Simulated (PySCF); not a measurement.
Spinor energies of Br³⁺ (bromine, charge +3)

Start: [Ar] 3d10 4s1 4p2 5s1; 4s1/2 filled at m_j = +1/2; 4p3/2 filled at m_j = +1/2, +3/2; 5s1/2 filled at m_j = +1/2. Calculated with PySCF 2.14 in x2c-TZVPall-2c with one added diffuse shell each of s, p, d type (7s8p5d1f, 63 functions): generalised Hartree-Fock with the X2C-1e Hamiltonian and a Gaussian nucleus; one run each with spin-orbit coupling (SO) switched off, then screened by Boettger's factors. This is a chosen level, not necessarily the ground level.

```csv
spinor shell,electrons,"ε, spin-free (eV)","ε, screened SO (eV)",weight of nominal j (screened SO),"rms radius, screened SO (bohr)"
1s1/2,2,-13605.0,-13604.6,1.000,0.0492
2s1/2,2,-1872.5,-1872.5,1.000,0.205
2p1/2,2,-1651.9,-1684.5,1.000,0.180
2p3/2,4,-1651.9,-1636.4,1.000,0.184
3s1/2,2,-323.37,-323.40,1.000,0.587
3p1/2,2,-251.33,-256.27,0.993,0.600
3p3/2,4,-251.33,-249.03,0.996,0.609
3d3/2,4,-131.87,-132.65,0.930,0.644
3d5/2,6,-131.87,-131.41,0.953,0.644
4s1/2,1,-70.369,-70.362,1.000,1.61
4p3/2,2,-52.571,-52.462,0.800,1.82
5s1/2,1,-24.394,-24.399,0.999,3.74
```

```tsv
quantity	spin-free	screened SO
E (hartree)	-2600.76658	-2600.89664
M_J	3	3
⟨J²⟩	12.007	12.007
⟨L²⟩	2.007	2.033
⟨S²⟩	6.001	5.982
```

Each row is a mean over spinors that exchange with the open shell spreads, by up to 1.905 eV (3s1/2).

Rows whose weight is well below 1 are mixtures of j = l ± 1/2: exchange outweighs spin-orbit coupling there, and the label is only the starting occupation.

Without spin-orbit coupling the j labels of p, d and f shells carry no meaning; the spin-free column gives the mean over the occupied spinors of each nl shell.
